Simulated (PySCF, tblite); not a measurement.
Species: C8H8O4.
Numbering: `[CH2:1]=[CH:2][C@@H:3]1[O:4][C:5](=[O:6])[C:7](=[O:8])[O:9][C@H:10]1[CH:11]=[CH2:12]` (hydrogens: H13, H14 on C1; H15 on C2; H16 on C3; H17 on C10; H18 on C11; H19, H20 on C12)

Computed geometry: GFN2-xTB, gas phase.

Q: Give the optimised bond lengths and angles.

A: 
| bond | length (Å) |
| --- | --- |
| C1=C2, C11=C12 | 1.319 |
| C2–C3, C10–C11 | 1.507 |
| C3–O4 | 1.433 |
| O4–C5, C7–O9 | 1.340 |
| C5=O6, C7=O8 | 1.196 |
| C5–C7 | 1.545 |
| O9–C10 | 1.422 |
| C3–C10 | 1.536 |
| C1–H13, C12–H19 | 1.077 |
| C1–H14, C12–H20 | 1.076 |
| C2–H15, C11–H18 | 1.081 |
| C3–H16, C10–H17 | 1.097 |

Bonds in one row agree within 0.01 Å and their mean is given. A selection of angles:
| angle | degrees |
| --- | --- |
| C1–C2–C3 | 126.8 |
| C2–C3–O4 | 109.6 |
| C2–C3–C10 | 115.0 |
| O4–C3–C10 | 107.6 |
| C3–O4–C5 | 117.3 |
| O4–C5–O6 | 121.3 |
| O4–C5–C7 | 116.9 |
| O6–C5–C7 | 121.7 |
| O9–C10–C11 | 112.9 |
| C3–C10–C11 | 110.2 |
| C10–C11–C12 | 125.1 |

Torsions: C1–C2–C3–O4 133° (anticlinal); C2–C3–O4–C5 -85° (synclinal); C3–O4–C5–O6 -175° (antiperiplanar); O4–C5–C7–O8 149° (anticlinal); C5–C7–O9–C10 4° (synperiplanar); C7–O9–C10–C11 -80° (synclinal); O9–C10–C11–C12 7° (synperiplanar); C2–C3–C10–O9 57° (synclinal).

The 6 C–O bonds span 1.196 Å (C5=O6, drawn double) to 1.433 Å (C3–O4, drawn single), a spread of 0.237 Å. Of the pairs four or more bonds apart, C5···C11 is among the closest relative to their van der Waals radii: 3.07 Å, 90 % of the sum of Bondi's values. The 6-membered ring C3–O4–C5–C7–O9–C10 has internal angles of 107.6° to 117.3°; it is puckered, 0.25 Å rms from its mean plane, widest ring torsion 66°. The 6 C–C bonds span 1.319 Å (C1=C2, drawn double) to 1.545 Å (C5–C7, drawn single), a spread of 0.226 Å.

Point group: C1 (no symmetry element, even within 0.4 Å). Its GFN2-xTB frequencies are all real (lowest 59 cm⁻¹). The numbers are those of one conformer.
